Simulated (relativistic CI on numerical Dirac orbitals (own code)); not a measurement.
Hyperfine structure of Mn⁶⁺, mass number 55

Computed by Dirac-Coulomb-Breit CI, orbitals from a KLI potential per configuration, QED by a radiative potential, unscaled Slater integrals (own radial code, finite nucleus).

CI space (outside the closed core [Ne]): 3s2 3p6 3d, 3s2 3p5 3d2, 3s2 3p6 4s, 3s2 3p6 4p, 3s 3p6 3d2, 3s2 3p6 4d, 3s2 3p6 4f, 3s2 3p6 5s, 3s2 3p6 5p, 3s2 3p6 5d, 3s2 3p6 5f, 3s2 3p6 6s, 3s2 3p5 3d 4s, 3s2 3p6 5g, 3p6 3d3, 3p5 3d4. Double excitations out of closed p, d and f shells are left out; levels of such configurations are missing from the list, as are those of other unlisted configurations, and high levels can miss mixing partners. These lack a partner that the ground configuration has and come out too high: 3s2 3p5 3d 4s.

Nuclear spin I = 5/2, μ = 3.4669 μN, Q = 0.33 b (tables of Stone and Pyykkö). The electronic factors are computed for point nuclear moments, without core polarisation or the Bohr-Weisskopf and QED corrections.

```json
{"Level": "3s2 3p6 3d 2D_3/2", "E (cm⁻¹)": "0", "A (MHz)": "1385", "B (MHz)": "206"}
{"Level": "3s2 3p6 3d 2D_5/2", "E (cm⁻¹)": "1296", "A (MHz)": "616.4", "B (MHz)": "290"}
{"Level": "3s2 3p6 4s 2S_1/2", "E (cm⁻¹)": "321600", "A (MHz)": "18460", "B (MHz)": ""}
{"Level": "3s2 3p5 3d2 4D°_1/2", "E (cm⁻¹)": "352167", "A (MHz)": "1398", "B (MHz)": ""}
{"Level": "3s2 3p5 3d2 4D°_3/2", "E (cm⁻¹)": "352857", "A (MHz)": "803.8", "B (MHz)": "44.8"}
{"Level": "3s2 3p5 3d2 4D°_5/2", "E (cm⁻¹)": "354014", "A (MHz)": "420.4", "B (MHz)": "-197"}
{"Level": "3s2 3p5 3d2 4D°_7/2", "E (cm⁻¹)": "355692", "A (MHz)": "40.61", "B (MHz)": "-655"}
{"Level": "3s2 3p5 3d2 4G°_11/2", "E (cm⁻¹)": "373054", "A (MHz)": "1569", "B (MHz)": "-1670"}
```

Levels with J = 0, under 50 % of one LS term, or S terms without an open s electron are left out. Small factors come from cancelling terms and can be off by tens of per cent or more.

At this charge configurations can still be misplaced by up to about 7 % of their energy. 21 of the 25 excited levels that our extract of the measured tables holds in this range could be paired (the sources list more); they are missed by 2855 cm⁻¹ on average and 16553 at most, and levels without a partner can miss by more.

(1) Give the hyperfine levels of 3s2 3p6 3d 2D_3/2 relative to its centre of gravity.

Answers

(1) With K = F(F + 1) − I(I + 1) − J(J + 1), E = AK/2 + B[¾K(K + 1) − I(I + 1)J(J + 1)]/[2I(2I − 1)J(2J − 1)]: F = 1: -7125, F = 2: -4520, F = 3: -459.4, F = 4: 5243 MHz.

LS names give the leading component of a level, which can be under half, so a name can repeat, a term be missing and a line seem to break the LS rules.
